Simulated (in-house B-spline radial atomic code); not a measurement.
Ionising Te+ with different functionals

Computed with a radial B-spline atomic code at the basis-set limit: scalar-relativistic (spin-free X2C) Hamiltonian, Fermi nucleus of rms radius 4.7423 fm, spin-polarised at highest spin, spherical fractional occupations for the functionals, and exact exchange of hybrids averaged over the configuration. The ionisation energy is the difference of two self-consistent energies, [Kr] 4d10 5s2 5p3 → [Kr] 4d10 5s2 5p2, without Breit or QED terms; ε is the level of the shell that loses the electron (its least bound occupied spin orbital). There is no spin-orbit coupling in this Hamiltonian.

```csv
method,rung,ΔSCF (eV),-ε(5p) (eV)
PBE0,global hybrid,18.86,15.80
B3LYP,global hybrid,?,?
TPSSh,global hybrid,18.88,15.15
BHandHLYP,global hybrid,18.67,16.71
r2SCAN0,global hybrid,19.15,16.11
B97-1,global hybrid,18.67,15.43
HSE06,range-separated hybrid,18.81,15.35
wB97X,range-separated hybrid,?,?
CAM-B3LYP,range-separated hybrid,18.72,16.96
LC-wPBE,range-separated hybrid,18.90,18.54
```

Task: What does B3LYP give?

Result: ΔSCF 18.71 eV, and -ε(5p) = 15.37 eV.

Task: What does wB97X give?

Result: ΔSCF 18.52 eV, and -ε(5p) = 17.91 eV.

Task: Among the functionals, which spreads more, the ΔSCF values or the orbital energies?

Result: The orbital energies: ΔSCF values span about 0.63 eV and the orbital energies 3.39 eV; here energy differences depend much less on the functional than eigenvalues do.

Task: How do they compare with the NIST value?

Result: NIST lists 18.6 eV ± 0.4 (measured, ground level to ground level). Errors run from -0.08 to +0.55 eV; all lie within about twice that uncertainty, so the table can't rank the methods.
